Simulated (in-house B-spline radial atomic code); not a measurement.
**Functionals against NIST's ionisation energies down a group: B²⁺ to Tl²⁺**

Ionisation energies as differences of self-consistent total energies from an all-electron radial atomic-structure program (B-spline basis): all electrons, radial basis limit, scalar-relativistic (one-electron X2C), spin-polarised at highest spin, spherical densities; exact exchange is averaged over the determinants of each configuration. No spin-orbit coupling, Breit or QED terms. NIST's values run from ground level to ground level, so in open shells the differences also hold multiplet and fine-structure energies that spherical high-spin averages miss. Columns give computed minus NIST, in eV; a star marks a semi-empirical value. Species are left out where the tabulated value is theory, is uncertain by more than 0.12 eV, or (13 ions, such as In⁴⁺, Te⁴⁺ and Bi⁴⁺) lies off its series for all methods alike, which flatters the means a little.

| species | shell | NIST (eV) | BP86 | CAM-B3LYP | LC-wPBE | revTPSS | OLYP |
| --- | --- | --- | --- | --- | --- | --- | --- |
| B²⁺ | 2s | 37.93 | +0.18 | +0.54 | +0.45 | +0.17 | +0.53 |
| Al²⁺ | 3s | 28.45 | +0.27 | +0.62 | +0.26 | +0.01 | +0.34 |
| Ga²⁺ | 4s | 30.73 | +0.91 | +0.87 | +0.49 | +0.42 | +0.49 |
| In²⁺ | 5s | 28.04 | +0.60 | +0.46 | -0.03 | +0.06 | +0.20 |
| Tl²⁺ | 6s | 29.85 | +0.60 | +0.30 | -0.11 | +0.12 | +0.21 |

(1) How do the methods rank, and which species is hardest?

## Answers

(1) Mean absolute (signed) differences: revTPSS 0.16 (+0.16) eV; LC-wPBE 0.27 (+0.21) eV; OLYP 0.35 (+0.35) eV; BP86 0.51 (+0.51) eV; CAM-B3LYP 0.56 (+0.56) eV. For Ga²⁺, which loses a 4s electron, the nearest method is off by +0.42 eV, the largest such miss.
